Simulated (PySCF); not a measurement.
HTe, SMILES [TeH], multiplicity 2. Atoms are numbered in the order given.

```xyz
2

Te     0.0000     0.0000    -0.0313
H      0.0000     0.0000     1.6275
```
Charge 0, spin multiplicity 2.

Geometry optimised at PBE0-D3(BJ)/def2-TZVPD. The def2 effective core potentials stand for the cores of Te; spin–orbit coupling is left out.

Computed with PySCF with PBE/def2-TZVPD.

The molecule is in vacuum.

Computed frontier levels, dipole moment:
- α spin, highest occupied and lowest empty level = -5.69 and -1.35 eV
- β spin, highest occupied and lowest empty level = -5.40 and -5.23 eV
- dipole moment = 0.08 D
- ⟨S²⟩ = 0.753 (pure state 0.75)
